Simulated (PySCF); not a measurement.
## Ag: excitation energy

Ag [Kr] 4d10 5s1 (2S) → Ag [Kr] 4d9 5s2 (2D), as a difference of total energies. Computed with PySCF 2.14 in x2c-TZVPPall (8s6p6d2f1g, 79 functions), with scalar relativity by spin-free X2C-1e. Correlated levels: valence: [Kr] frozen; valence and next inner shell: [Ar] 3d10 frozen. The calculations carry no spin-orbit coupling.

| method | excitation energy (cm⁻¹) |
| --- | --- |
| UHF | 29781 |
| LDA | 33152 |
| PBE | 32819 |
| PBE0 | 32956 |
| r2SCAN | 32855 |
| MN15 | 32202 |
| B97-3 | 32150 |
| M06-2X | 33078 |
| wB97X-V | 33118 |
| MP2 (valence) | 34671 |
| SCS-MP2 (valence) | 33117 |
| MP2 (valence and next inner shell) | 33875 |
| SCS-MP2 (valence and next inner shell) | 32139 |

Errors of the correlated levels include the incompleteness of this basis and the frozen core.

For comparison: 32031 cm⁻¹ (measured; NIST levels, between the centres of gravity of the two terms).
